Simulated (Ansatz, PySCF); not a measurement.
Gas-phase reaction in SMILES: [CH2]C(OC)OC -> [CH2]OC(C)OC
Geometries: B3LYP-D3(BJ)/def2-TZVP minima from Ansatz (an electronic-structure program), one conformer each, not searched for the lowest.

Property: isomerisation energy (enthalpy at 298 K, with B3LYP-D3(BJ) rigid-rotor harmonic-oscillator terms from PySCF), in kcal/mol. Correlated levels leave the core frozen unless marked. Open shells are spin-unrestricted. No spin-orbit coupling. Non-relativistic. Basis-set limits of correlation are two-point, X^-3; Hartree-Fock from the larger set. [CCSD(T)-MP2]/basis is that difference in the basis named.

| level | program | isomerisation energy (kcal/mol) |
|---|---|---|
| HF/cc-pVDZ | Ansatz | -5.6 |

### Question
Estimate the value at RI-MP2/CBS(cc-pVTZ,cc-pVQZ)+[CCSD(T)-MP2]/cc-pVTZ as computed with Ansatz.

### Answer
-8.2 kcal/mol
